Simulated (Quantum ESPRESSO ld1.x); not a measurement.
Question: The carbon ion C+, 5 electrons, occupied as [He] 2s2 2p1. Calculated with ld1.x of Quantum ESPRESSO 7.5: Dirac Kohn-Sham, PBEsol, spin-unpolarised, spherical densities, point nucleus; open shells are shared between the two j in proportion to 2j + 1. Some entries of the table are withheld. Estimate them.

| orbital | occ. | eigenvalue (Ry) | <r^2> (bohr^2) |
|---|---|---|---|
| 1s1/2 | 2 | -21.0954 | 0.09963 |
| 2s1/2 | 2 | -1.8830 | (1) |
| 2p1/2 | 0.333333 | -1.2432 | (2) |
| 2p3/2 | 0.666667 | -1.2423 | (3) |

Answer: 
(1) 2s1/2 <r^2> (bohr^2): 2.560
(2) 2p1/2 <r^2> (bohr^2): 2.841
(3) 2p3/2 <r^2> (bohr^2): 2.844
